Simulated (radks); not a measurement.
Values are calculated unless marked as measured or tabulated.
Charge is removed step by step from the 3p3/2 level of V3+, starting from [Ne] 3s2 3p(1/2: 2, 3/2: 4) 3d2. Level of theory: Dirac Kohn-Sham, BLYP, spin-unpolarised, spherical densities, point nucleus; open shells fill j = l - 1/2 first (a radial shooting solver on a logarithmic mesh with Libxc functionals).

removed (e)	E - E(0) (eV)	eigenvalue (eV)	E minus straight line (eV)
0	0.000	-76.834	0.000
0.125	9.754	-79.239	-1.079
0.25	19.811	-81.670	-1.855
0.375	30.173	-84.125	-2.326
0.5	40.843	-86.604	-2.489
0.625	51.825	-89.105	-2.341
0.75	63.120	-91.629	-1.878
0.875	74.733	-94.174	-1.099
1	86.665	-96.740	0.000

Removing the whole electron costs 86.665 eV by Delta-SCF, against 76.834 eV from minus the eigenvalue at the starting occupation. Slater's transition state (half an electron removed) gives 86.604 eV. Integrating minus the eigenvalue over the occupation (Janak's theorem) gives 86.665 eV. The mean slope of the eigenvalue, de/dn, is 19.9 eV per electron.
